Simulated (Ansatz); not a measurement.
Compare A (`O=C[SiH2]CS`) with its isomer B (`[SiH3]SC1CO1`).

Computed with Ansatz on PBE0-D4/def2-TZVP structures; ΔE is electronic, products minus reactants. CCSD(T)/CBS is the MP2 limit (def2-TZVPP, def2-QZVPP) plus CCSD(T) − MP2 in def2-TZVPP, frozen cores. DFT in def2-TZVPP. One conformer a species, not always the lowest.

A:

Z-matrix (Å, degrees):
```
Si
C 1 1.926
C 1 1.869 2 109.4
H 1 1.485 2 108.4 3 -121.9
H 1 1.493 2 105.5 3 121.6
O 2 1.207 1 122.8 3 -2.5
H 2 1.117 1 118.4 3 178.8
S 3 1.817 1 110.6 2 -61.0
H 3 1.093 1 109.7 2 -177.4
H 3 1.091 1 112.5 2 63.4
H 8 1.343 3 96.1 1 63.1
```

B:

```xyz
11

Si   -1.134   -0.275   -1.804
S    -1.007   -0.816    0.260
C     0.617   -0.149    0.606
C     0.896    0.384    1.933
O     0.749    1.238    0.809
H    -2.352   -0.949   -2.317
H     0.072   -0.764   -2.523
H    -1.247    1.192   -1.989
H     1.420   -0.603    0.030
H     1.902    0.313    2.339
H     0.086    0.430    2.657
```

Which is lower in electronic energy at CCSD(T)/CBS, and by how much? (An estimate is asked.)

The calculation gave: A, by 28.1 kJ/mol.

Give E(B) − E(A) in kJ/mol with r2SCAN-D4, B2PLYP, ωB97M-V, PBE-D4, PBE0-D4, CCSD(T)/def2-TZVPP, MP2/def2-TZVPP. (Best estimate.)

Computed: r2SCAN-D4 16.8, B2PLYP 30.5, ωB97M-V 26.7, PBE-D4 18.3, PBE0-D4 13.8, CCSD(T)/def2-TZVPP 29.4, MP2/def2-TZVPP 18.8. None reverses the order clearly.

Largest T1 diagnostic: 0.014.

In def2-TZVPP, CCSD(T) changes the Hartree–Fock value by −8.2 kJ/mol (the triples alone add −0.7 kJ/mol) and MP2 by −18.8 kJ/mol. From PBE to PBE0 (25 % exact exchange), in def2-TZVPP and without D4, E(B) − E(A) moves by −4.4 kJ/mol.
